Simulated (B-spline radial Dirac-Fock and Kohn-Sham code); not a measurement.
# Satellites and hypersatellites of the K lines of Bi⁺

System: the Bi⁺ ion, configuration [Xe] 4f14 5d10 6s2 6p2, inside a Watson sphere of charge -1 and radius 2.2 Å (a model of the Madelung potential; inside it an electron's potential energy is raised by 6.5 eV).

The computed values come from a radial finite-basis atomic code: relaxed Dirac-Fock hole states (ΔSCF) with Breit and QED corrections and a finite nucleus. Each two-hole energy is an average over J within one jj subconfiguration, not an observable level; in light atoms, where LS coupling holds, the j-resolved values are not observed lines, and for a K spectator the Kα1 hypersatellite is nearly forbidden. Correlation energy is missing from these numbers.

Lines without a spectator: Kα2 (K-L2) 74810.2 eV, Kα1 (K-L3) 77103.3 eV, Kβ3 (K-M2) 86820.0 eV, Kβ1 (K-M3) 87338.7 eV. Shifts in eV with one spectator hole (a dash: not computed, or left out as unreliable):

| spectator hole | Kα2 | Kα1 | Kβ3 | Kβ1 |
| --- | --- | --- | --- | --- |
| K (1s) | +1174.6 | +1289.8 | +1528.3 | +1555.6 |
| L2 (2p1/2) | +157.2 | +219.3 | – | +397.7 |
| L3 (2p3/2) | +104.1 | +119.9 | +274.6 | – |
| M2 (3p1/2) | – | +36.2 | +65.2 | +77.8 |
| M3 (3p3/2) | +16.73 | – | +50.5 | +52.1 |
| M4 (3d3/2) | +5.26 | +2.10 | – | – |
| M5 (3d5/2) | -0.75 | +4.08 | – | – |
